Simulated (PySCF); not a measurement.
BH3S3, SMILES SB(S)S.

Geometry optimised at PBE0-D3(BJ)/def2-SVP. One conformer was computed; it need not be the lowest.

Calculation: TDA-ωB97X/def2-SVPD (PySCF).

Vertical excitations. Gas-phase values at a fixed geometry. State labels are in the subgroup Cs.

Computed lowest excited states:
```tsv
state	symmetry	energy (eV)	λ (nm)	f	main pairs
S1	A"	5.95	208	0.000	HOMO−1→LUMO 69 %
S2	A"	6.03	206	0.000	HOMO→LUMO 62 %, HOMO→LUMO+2 10 %
S3	A'	6.27	198	0.252	HOMO→LUMO+1 93 %
S4	A'	6.35	195	0.224	HOMO−1→LUMO+1 91 %
S5	A"	6.97	178	0.006	HOMO−4→LUMO 18 %, HOMO→LUMO+5 16 %, HOMO→LUMO+3 14 %, HOMO→LUMO+12 9 %
S6	A"	7.28	170	0.001	HOMO−2→LUMO+1 94 %
S7	A"	7.35	169	0.000	HOMO−1→LUMO+2 65 %
S8	A"	7.44	167	0.000	HOMO→LUMO+2 42 %, HOMO→LUMO+3 20 %, HOMO→LUMO 7 %
S9	A"	7.73	160	0.000	HOMO−3→LUMO+1 79 %
S10	A"	7.85	158	0.064	HOMO−1→LUMO+4 26 %, HOMO→LUMO+5 19 %, HOMO→LUMO+4 11 %, HOMO−1→LUMO+3 11 %
T1	A'	5.29	234	0	HOMO→LUMO+1 97 %
T2	A'	5.43	228	0	HOMO−1→LUMO+1 96 %
T3	A"	5.61	221	0	HOMO−1→LUMO 61 %, HOMO→LUMO 10 %
T4	A"	5.67	218	0	HOMO→LUMO 53 %, HOMO−1→LUMO 11 %, HOMO→LUMO+2 11 %
```
Triplets are in the Tamm–Dancoff approximation.
